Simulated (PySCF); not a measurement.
PySCF 2.14 output of a UHF calculation on a single atom or ion in x2c-QZVPPall with one added diffuse shell each of s, p, d, f, g type (12s8p6d5f3g, 128 functions), with scalar relativity by spin-free X2C-1e:

```
SCF conv_tol = 1e-09
number electrons alpha = 14  beta = 9
cycle= 1 E= -1156.37275062673  delta_E= -0.00567  |g|= 0.0297  |ddm|= 0.0361
cycle= 2 E= -1156.37289790063  delta_E= -0.000147  |g|= 0.00566  |ddm|= 0.00639
cycle= 3 E= -1156.3729045493  delta_E= -6.65e-06  |g|= 0.000492  |ddm|= 0.0022
cycle= 4 E= -1156.37290461252  delta_E= -6.32e-08  |g|= 0.000151  |ddm|= 0.000386
cycle= 5 E= -1156.37290461664  delta_E= -4.12e-09  |g|= 1.46e-05  |ddm|= 0.000161
cycle= 6 E= -1156.37290461676  delta_E= -1.26e-10  |g|= 2.47e-06  |ddm|= 4.16e-05
converged SCF energy = -1156.37290461676  <S^2> = 8.7513522  2S+1 = 6.0004507
```

The run itself started from symmetry-adapted Hartree-Fock orbitals and held the occupation by maximum overlap, so the iterations belong to that start.

Q: Which element, charge and spin multiplicity is this?

A: Mn²⁺ (manganese, charge +2), multiplicity 6; the state was [Ar] 3d4 4s1, high-spin 6D determinant (an excited configuration).
